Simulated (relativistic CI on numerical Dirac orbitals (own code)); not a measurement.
**Dy¹⁹⁺: sensitivity of the levels to the model**

Base calculation: Dirac-Coulomb-Breit CI, separate exchange-only KLI orbitals for each configuration, a model potential for QED, unscaled Slater integrals.

CI space (outside the closed core [Ar] 3d10): 4s2 4p6 4d10 4f, 4s2 4p6 4d10 5s, 4s2 4p6 4d10 5p, 4s2 4p6 4d9 4f2, 4s2 4p6 4d10 5d, 4s2 4p5 4d10 4f2, 4s2 4p6 4d10 5f, 4s2 4p6 4d9 4f 5s, 4s2 4p6 4d10 6s, 4s2 4p6 4d10 6p, 4s2 4p6 4d9 4f 5p, 4s2 4p6 4d10 5g, 4s 4p6 4d10 4f2, 4s2 4p6 4d10 6d, 4s2 4p6 4d10 6f, 4s2 4p6 4d10 7s, 4s2 4p6 4d9 4f 5d, 4s2 4p6 4d10 7p, 4s2 4p6 4d10 8s, 4s2 4p5 4d10 4f 5s, 4s2 4p6 4d9 4f 5f. Double excitations out of closed p, d and f shells are left out; levels of such configurations are missing from the list, as are those of other unlisted configurations, and high levels can miss mixing partners.

Variants: (1) P86 correlation estimate; (2) non-relativistic limit. Shifts of the energy above 4s2 4p6 4d10 4f 2F°_5/2, in cm⁻¹, for the lowest level and the first level of each name with at least 55 % of one term (blank where a level changes its place among those of its configuration and J or its character, or is not in the variant):

| Level | Base | Δ(1) | Δ(2) |
| --- | --- | --- | --- |
| 4s2 4p6 4d10 4f 2F°_5/2 | 0 | 0 | 0 |
| 4s2 4p6 4d10 4f 2F°_7/2 | 11612 | 0 | -11612 |
| 4s2 4p6 4d10 5s 2S_1/2 | 343799 | +10288 | +186126 |
| 4s2 4p6 4d10 5p 2P°_1/2 | 598679 | +11523 | +164593 |
| 4s2 4p6 4d10 5p 2P°_3/2 | 700630 | +11523 | +62642 |
| 4s2 4p6 4d10 5d 2D_3/2 | 1112389 | +12720 | +53371 |
| 4s2 4p6 4d10 5d 2D_5/2 | 1132707 | +12707 | +33053 |
| 4s2 4p6 4d9 4f2 4F_3/2 | 1198163 | +973 | -7849 |
| 4s2 4p6 4d9 4f2 4F_5/2 | 1201530 | +974 | -11217 |
| 4s2 4p6 4d9 4f2 4F_7/2 | 1208357 | +972 | -18044 |
| 4s2 4p6 4d9 4f2 4F_9/2 | 1218301 | +972 | -27988 |
| 4s2 4p6 4d9 4f2 4K_13/2 | 1236789 | +971 | -12968 |
| 4s2 4p6 4d9 4f2 4K_15/2 | 1237163 | +971 | -13342 |
| 4s2 4p6 4d9 4f2 4K_17/2 | 1238953 | +971 | -15132 |
| 4s2 4p6 4d9 4f2 4D_3/2 | 1239886 | +973 | -24095 |
| 4s2 4p6 4d9 4f2 4D_1/2 | 1246570 | +972 | -30779 |
| 4s2 4p6 4d9 4f2 4H_13/2 | 1248120 | +972 | -14050 |
| 4s2 4p6 4d9 4f2 2D_3/2 | 1262819 | +980 | -24404 |
| 4s2 4p6 4d9 4f2 2I_13/2 | 1267145 | +972 |  |
| 4s2 4p6 4d9 4f2 4I_15/2 | 1270420 | +971 |  |
| 4s2 4p6 4d9 4f2 4P_1/2 | 1270826 | +972 | -5665 |
| 4s2 4p6 4d9 4f2 2L_17/2 | 1273181 | +971 | -7085 |

At this charge transitions that keep the count of f electrons are usually good to a few per cent. Terms inside the open d or f shell come out 10 to 20 % too wide with unscaled integrals. Levels that differ in their count of f electrons can be misplaced by several ten thousand cm⁻¹, since the correlation energy of f electrons is missing or only estimated; rates across such gaps can be off by orders of magnitude.

Ionisation energy from one configuration of each of the two ions, the ground ones as tabulated or assumed: base 467.626 eV; P86 correlation estimate 469.48 eV. The NIST ASD value (theoretical) is 464.9 ± 2.5 eV.

LS names give the leading component of a level, which can be under half, so a name can repeat, a term be missing and a line seem to break the LS rules.
